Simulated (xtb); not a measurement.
Input for xtb: GFN1-xTB on AlH4NO2 (SMILES [NH2][Al]([OH])[OH]), a point of a torsion scan.

```
$ xtb mol.xyz --gfn 1 --sp --chrg 0 --uhf 0
8

N      1.63577253    -0.06241261     0.28042013
Al    -0.12116184    -0.13604142     0.00963777
O     -0.80018860    -1.59698241    -0.29494923
O     -1.06394632     1.21526602     0.06776609
H      2.15779342     0.76903247     0.49982785
H      2.23861391    -0.86729630     0.27567154
H     -1.21745638    -2.40486803    -0.54532213
H     -1.24795089     2.13505711     0.17334609
```

It printed:

```
[...]
           -------------------------------------------------
          |                Calculation Setup                |
           -------------------------------------------------



           -------------------------------------------------
          |                 G F N 1 - x T B                 |
           -------------------------------------------------

        Reference                      10.1021/acs.jctc.7b00118
      * Hamiltonian:
        H0-scaling (s, p, d)           1.850000    2.250000    2.000000
        zeta-weighting                 0.000000
      * Dispersion:
        s8                             2.400000
        a1                             0.630000
        a2                             5.000000
        s9                             0.000000
      * Repulsion:
        kExp                           1.500000
        rExp                           1.000000
      * Coulomb:
        alpha                          2.000000
        third order                    atomic
        anisotropic                    false
      * Halogen bond correction:
        rad-scale                      1.300000
        damping                        0.440000


          ...................................................
          :                      SETUP                      :
          :.................................................:
          :  # basis functions                  30          :
          :  # atomic orbitals                  29          :
          :  # shells                           17          :
          :  # electrons                        24          :
          :  # halogen bonds                     0          :
          :  max. iterations                   250          :
          :  Hamiltonian                  GFN1-xTB          :
          :  restarted?                      false          :
          :  GBSA solvation                  false          :
          :  PC potential                    false          :
          :  electronic temp.          300.0000000     K    :
          :  accuracy                    1.0000000          :
          :  -> integral cutoff          0.2500000E+02      :
          :  -> integral neglect         0.1000000E-07      :
          :  -> SCF convergence          0.1000000E-05 Eh   :
          :  -> wf. convergence          0.2000000E-04 e    :
          :  Broyden damping             0.4000000          :
          :  net charge                          0          :
          :  unpaired electrons                  0          :
          ...................................................

 iter      E             dE          RMSdq      gap      omega  full diag
   1    -16.2713929 -0.162714E+02  0.654E+00    3.73       0.0  T
   2    -16.2891431 -0.177503E-01  0.424E+00    4.79       1.0  T
   3    -16.2818822  0.726093E-02  0.108E+00    3.98       1.0  T
   4    -16.2927970 -0.109147E-01  0.827E-02    4.46       1.0  T
   5    -16.2928283 -0.313021E-04  0.253E-02    4.45       1.4  T
   6    -16.2928292 -0.984137E-06  0.163E-03    4.45      21.6  T
   7    -16.2928293 -0.253268E-07  0.671E-04    4.45      52.7  T
   8    -16.2928293 -0.227653E-08  0.107E-04    4.45     331.4  T
   9    -16.2928293 -0.220020E-10  0.520E-05    4.45     680.4  T

   *** convergence criteria satisfied after 9 iterations ***

         #    Occupation            Energy/Eh            Energy/eV
      -------------------------------------------------------------
         1        2.0000           -0.7406114             -20.1531
       ...           ...                  ...                  ...
         6        2.0000           -0.5223107             -14.2128
         7        2.0000           -0.5073716             -13.8063
         8        2.0000           -0.5019666             -13.6592
         9        2.0000           -0.4829148             -13.1408
        10        2.0000           -0.4792907             -13.0422
        11        2.0000           -0.4561595             -12.4127
        12        2.0000           -0.3855716             -10.4919 (HOMO)
        13                         -0.2220714              -6.0429 (LUMO)
        14                         -0.0959082              -2.6098
        15                         -0.0947512              -2.5783
        16                         -0.0935409              -2.5454
        17                         -0.0638772              -1.7382
       ...                                ...                  ...
        29                          1.1746533              31.9639
      -------------------------------------------------------------
                  HL-Gap            0.1635002 Eh            4.4491 eV
             Fermi-level           -0.3038215 Eh           -8.2674 eV

 SCC (total)                   0 d,  0 h,  0 min,  0.005 sec
 SCC setup                      ...        0 min,  0.000 sec (  1.936%)
 Dispersion                     ...        0 min,  0.000 sec (  0.829%)
 classical contributions        ...        0 min,  0.000 sec (  0.366%)
 integral evaluation            ...        0 min,  0.001 sec ( 26.397%)
 iterations                     ...        0 min,  0.002 sec ( 28.586%)
 molecular gradient             ...        0 min,  0.002 sec ( 39.727%)
 printout                       ...        0 min,  0.000 sec (  1.951%)

         :::::::::::::::::::::::::::::::::::::::::::::::::::::
         ::                     SUMMARY                     ::
         :::::::::::::::::::::::::::::::::::::::::::::::::::::
         :: total energy             -16.171149797106 Eh    ::
         :: gradient norm              0.023376857358 Eh/a0 ::
         :: HOMO-LUMO gap              4.449066061019 eV    ::
         ::.................................................::
         :: SCC energy               -16.292829264982 Eh    ::
         :: -> electrostatic           0.118981957659 Eh    ::
         :: repulsion energy           0.123366491929 Eh    ::
         :: dispersion energy         -0.001687024052 Eh    ::
         :: halogen bond corr.         0.000000000000 Eh    ::
         :: add. restraining           0.000000000000 Eh    ::
         :: total charge              -0.000000000000 e     ::
         :::::::::::::::::::::::::::::::::::::::::::::::::::::

           -------------------------------------------------
          |                Property Printout                |
           -------------------------------------------------

    * Orbital Energies and Occupations

         #    Occupation            Energy/Eh            Energy/eV
      -------------------------------------------------------------
         1        2.0000           -0.7406114             -20.1531
         2        2.0000           -0.7302750             -19.8718
         3        2.0000           -0.7130559             -19.4032
         4        2.0000           -0.5905013             -16.0684
         5        2.0000           -0.5681746             -15.4608
         6        2.0000           -0.5223107             -14.2128
         7        2.0000           -0.5073716             -13.8063
         8        2.0000           -0.5019666             -13.6592
         9        2.0000           -0.4829148             -13.1408
        10        2.0000           -0.4792907             -13.0422
        11        2.0000           -0.4561595             -12.4127
        12        2.0000           -0.3855716             -10.4919 (HOMO)
        13                         -0.2220714              -6.0429 (LUMO)
        14                         -0.0959082              -2.6098
        15                         -0.0947512              -2.5783
        16                         -0.0935409              -2.5454
        17                         -0.0638772              -1.7382
Note: The following floating-point exceptions are signalling: IEEE_DENORMAL
normal termination of xtb
        18                          0.0051756               0.1408
        19                          0.0276398               0.7521
        20                          0.0372914               1.0148
        21                          0.1291597               3.5146
        22                          0.1428760               3.8879
        23                          0.1811986               4.9307
       ...                                ...                  ...
        29                          1.1746533              31.9639
      -------------------------------------------------------------
                  HL-Gap            0.1635002 Eh            4.4491 eV
             Fermi-level           -0.3038215 Eh           -8.2674 eV

  Mulliken/CM5 charges         n(s)   n(p)   n(d)
     1N    -0.55696 -0.98248   1.435  4.122  0.000
     2Al    0.65627  0.70756   0.730  1.078  0.536
     3O    -0.61112 -0.79941   1.612  4.999  0.000
     4O    -0.61009 -0.79769   1.622  4.989  0.000
     5H     0.20563  0.39932   0.794  0.000  0.000
     6H     0.20869  0.40300   0.791  0.000  0.000
     7H     0.35493  0.53582   0.645  0.000  0.000
     8H     0.35265  0.53388   0.647  0.000  0.000

Wiberg/Mayer (AO) data.
largest (>0.10) Wiberg bond orders for each atom

 ---------------------------------------------------------------------------
     #   Z sym  total        # sym  WBO       # sym  WBO       # sym  WBO
 ---------------------------------------------------------------------------
     1   7 N    3.067 --     2 Al   1.175     5 H    0.904     6 H    0.903
     2  13 Al   3.679 --     3 O    1.200     4 O    1.186     1 N    1.175
     3   8 O    2.099 --     2 Al   1.200     7 H    0.839
     4   8 O    2.099 --     2 Al   1.186     8 H    0.842
     5   1 H    0.958 --     1 N    0.904
     6   1 H    0.957 --     1 N    0.903
     7   1 H    0.873 --     3 O    0.839
     8   1 H    0.875 --     4 O    0.842
 ---------------------------------------------------------------------------

Topologies differ in total number of bonds
Writing topology from bond orders to xtbtopo.mol

 dipole moment from electron density (au)
     X       Y       Z
   0.4698   0.1709   0.0545  total (Debye):    1.278


           -------------------------------------------------
          | TOTAL ENERGY              -16.171149797106 Eh   |
          | GRADIENT NORM               0.023376857358 Eh/α |
          | HOMO-LUMO GAP               4.449066061019 eV   |
           -------------------------------------------------

------------------------------------------------------------------------
------------------------------------------------------------------------
 total:
 SCF:
```

The run finished.

Cost: very roughly 0.020 core-seconds.
